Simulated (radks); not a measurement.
Isoelectronic series with 7 electrons, each ion in its NIST ground configuration. Method: Dirac Kohn-Sham, PBE, spin-unpolarised, spherical densities, finite nucleus; open shells fill j = l - 1/2 first; Fermi nuclear charge, rms radius of each element as measured or else 0.836 A^(1/3) + 0.57 fm; computed with a radial shooting solver on a logarithmic mesh with Libxc functionals. Total energies (hartree) and orbital eigenvalues (hartree):

ion	configuration	E (hartree)	2p3/2	2p1/2
N	[He] 2s2 2p3	-54.45374	-0.26014	-0.26084
Mg5+	[He] 2s2 2p3	-186.96187	-6.03371	-6.04833
Cl10+	[He] 2s2 2p3	-401.65568	-18.12466	-18.20328
Ti15+	[He] 2s2 2p3	-699.38168	-36.48542	-36.74136
Co20+	[He] 2s2 2p3	-1081.41385	-61.12167	-61.75942
Ge25+	[He] 2s2 2p3	-1549.43033	-92.05102	-93.39668
Rb30+	[He] 2s2 2p3	-2105.54710	-129.2988	-131.8338
Mo35+	[He] 2s2 2p3	-2752.36078	-172.8973	-177.2967
Ag40+	[He] 2s2 2p3	-3493.01942	-222.8852	-230.0616
Te45+	[He] 2s2 2p3	-4331.29189	-279.3080	-290.4634
